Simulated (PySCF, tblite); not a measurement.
Compound: C6H14O2.
Atom-mapped SMILES: `[CH3:1][CH2:2][C@H:3]([CH2:4][O:5][CH3:6])[O:7][CH3:8]` (hydrogens: H9, H10, H11 on C1; H12, H13 on C2; H14 on C3; H15, H16 on C4; H17, H18, H19 on C6; H20, H21, H22 on C8)

The geometry is computed with GFN2-xTB (gas phase).

**Question.** Give the optimised bond lengths and angles.

**Answer.** 
```json
{"bond": "C1–C2", "length (Å)": "1.524"}
{"bond": "C2–C3", "length (Å)": "1.532"}
{"bond": "C3–C4", "length (Å)": "1.538"}
{"bond": "C4–O5", "length (Å)": "1.410"}
{"bond": "O5–C6", "length (Å)": "1.403"}
{"bond": "C3–O7", "length (Å)": "1.412"}
{"bond": "O7–C8", "length (Å)": "1.406"}
{"bond": "C1–H9, C1–H10, C1–H11", "length (Å)": "1.087"}
{"bond": "C2–H12", "length (Å)": "1.091"}
{"bond": "C2–H13", "length (Å)": "1.091"}
{"bond": "C3–H14", "length (Å)": "1.102"}
{"bond": "C4–H15", "length (Å)": "1.101"}
{"bond": "C4–H16", "length (Å)": "1.101"}
{"bond": "C6–H17, C6–H19", "length (Å)": "1.098"}
{"bond": "C6–H18", "length (Å)": "1.088"}
{"bond": "C8–H20, C8–H21, C8–H22", "length (Å)": "1.093"}
```

Bonds in one row agree within 0.01 Å and their mean is given. A selection of angles:
```json
{"angle": "C1–C2–C3", "degrees": "111.6"}
{"angle": "C2–C3–C4", "degrees": "111.1"}
{"angle": "C2–C3–O7", "degrees": "107.0"}
{"angle": "C4–C3–O7", "degrees": "111.7"}
{"angle": "C3–C4–O5", "degrees": "109.8"}
{"angle": "C4–O5–C6", "degrees": "112.9"}
{"angle": "C3–O7–C8", "degrees": "114.7"}
```

Torsions: C1–C2–C3–C4 -175° (antiperiplanar); C2–C3–C4–O5 155° (antiperiplanar); C3–C4–O5–C6 180° (antiperiplanar); C2–C3–O7–C8 -163° (antiperiplanar).

Of the pairs four or more bonds apart, O5···H22 is among the closest relative to their van der Waals radii: 2.47 Å, 91 % of the sum of Bondi's values. O5 (ether oxygen) is bent (angle 112.9°).

Point group: C1 (no symmetry element, even within 0.4 Å). Its GFN2-xTB frequencies are all real (lowest 58 cm⁻¹). The numbers are those of one conformer.
